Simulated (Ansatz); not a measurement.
**FeS (charge +1): shapes and states compared**

Program: Ansatz, Gaussian basis, development build. Basis cc-pwCVTZ-DK on Fe, cc-pVTZ-DK on S, scalar X2C without spin–orbit coupling, 10 orbitals frozen in the corrections; active space CAS(13,10), shells under the valence barred from it. Restricted Hartree–Fock, then the lowest state-specific CASSCF solution met for each case. On stretched bonds single-reference methods can fail or change state. Unlike active orbitals can shift such differences by tenths of an eV, at times by over 1 eV.

Case A, sextet: bond length 2.0170 Å.

Case B, quartet: the shape of A.

Energy less that of case A, in eV:

| case | RHF/ROHF | CASSCF |
| --- | --- | --- |
| B | +2.931 | +0.291 |

Problem. Give the SC-NEVPT2 energies against case A.

Solution. B: +0.379 eV (8.7 kcal/mol).

Problem. Which case is lowest, and do the methods agree?

Solution. A is lowest in SC-NEVPT2. Of the methods shown, RHF/ROHF, CASSCF agree.
